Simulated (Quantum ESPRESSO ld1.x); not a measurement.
Problem. These are the eigenvalues of the occupied orbitals of an atom or ion with whole-number occupations (hartree). All-electron calculation, scalar-relativistic Kohn-Sham, BLYP, spin-unpolarised, spherical densities, point nucleus. Program: ld1.x of Quantum ESPRESSO 7.5.

orbital  eigenvalue
1s         -848.816
2s         -124.783
2p         -112.050
3s         -23.9241
3p         -19.7396
3d         -13.0481
4s         -4.95684
4p         -3.75129
4d         -2.00087

Which element is it, and in what charge state? The configuration may be excited.

Solution. Z = 45, rhodium, charge +4: Rh4+ in [Kr] 4d5. The list shows which subshells hold electrons but not how many an open one holds; the 1s level, -848.82 hartree, gives Z - s = 41.2 by -(Z - s)^2/2, which with screening and relativity narrows Z to a few neighbours, and the depths of the outer levels then fix element, charge and occupations together.
